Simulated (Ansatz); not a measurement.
Ansatz results at the PBE0-D4/def2-TZVP geometry: zero-point energy (PBE0-D4/def2-TZVP) 139.0 kJ/mol; ideal-gas entropy at 298 K and 1 bar (rigid rotor, harmonic PBE0-D4/def2-TZVP) 338 J/(mol·K); LUMO energy (PBE/def2-TZVPP) -1.79 eV.

Each molecule was computed in one conformer, which needn't be the lowest.

(1) Which molecule gave them?
A. `OBS[SiH3]`
B. `NC(S)[SiH2]Cl`
C. `C/N=C(/O)F`
D. `BO[SiH2]S`

Answers

(1) D. The others give `OBS[SiH3]`: 145.2, 331, -1.29; `NC(S)[SiH2]Cl`: 191.3, 370, -1.20; `C/N=C(/O)F`: 175.6, 307, -0.06.
